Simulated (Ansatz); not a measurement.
Reaction (redistribution): `OBO` + `BCC[SiH3]` → `BCCBO` + `O[SiH3]`

Computed with Ansatz on PBE0-D4/def2-TZVP structures; ΔE is electronic, products minus reactants. CCSD(T)/CBS is the MP2 limit (def2-TZVPP, def2-QZVPP) plus CCSD(T) − MP2 in def2-TZVPP, frozen cores. This one scheme is used for every species. Functionals use def2-TZVPP. Each species was taken in one conformer, which may not be the lowest.

```tsv
level	ΔE (kJ/mol)
PBE-D4	56.1
B2PLYP	46.7
PBE0	51.6
SCS-MP2/def2-TZVPP	46.2
CCSD/def2-TZVPP	46.7
MP2/def2-QZVPP	49.3
SCS-MP2/def2-QZVPP	44.6
CCSD/CBS(def2)	44.4
```

What does CCSD(T)/CBS give? (An estimate is asked.)

Ansatz gave: +47.3 kJ/mol. The listed levels differ from it by 8.8, -0.6, 4.3, -1.1, -0.6, 2.0, -2.7, -2.9 kJ/mol.

Largest T1 diagnostic among the species: 0.013.

In def2-TZVPP, CCSD(T) changes the Hartree–Fock value by +13.9 kJ/mol (the triples alone add +2.9 kJ/mol) and MP2 by +15.2 kJ/mol. The D4 term adds +3.8 kJ/mol with B3LYP and +2.0 kJ/mol with PBE0; it sums over pairs of atoms, weighted by their polarisabilities, and B3LYP, whose exchange is more repulsive, gets the larger term.

B3LYP here is the variant with VWN-RPA as its local correlation; programs differ in this.
